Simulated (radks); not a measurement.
Values are calculated unless marked as measured or tabulated.
Task: All-electron atom: the silicon ion Si4+ in [Ne]. Code: a radial shooting solver on a logarithmic mesh with Libxc functionals. Model: non-relativistic Kohn-Sham, exchange-only LDA, spin-polarised, spherical densities, point nucleus. Some entries of the table are withheld. Estimate them.

orbital  occ.  eigenvalue (eV)  <r> (bohr)  <r^2> (bohr^2)
1s          2        -1826.015         (1)             (2)
2s          2              (3)         (4)          0.3859
2p          6        -146.3693      0.5328             (5)

Result: 
(1) 1s <r> (bohr): 0.1120
(2) 1s <r^2> (bohr^2): 0.01688
(3) 2s eigenvalue (eV): -188.7193
(4) 2s <r> (bohr): 0.5688
(5) 2p <r^2> (bohr^2): 0.3567
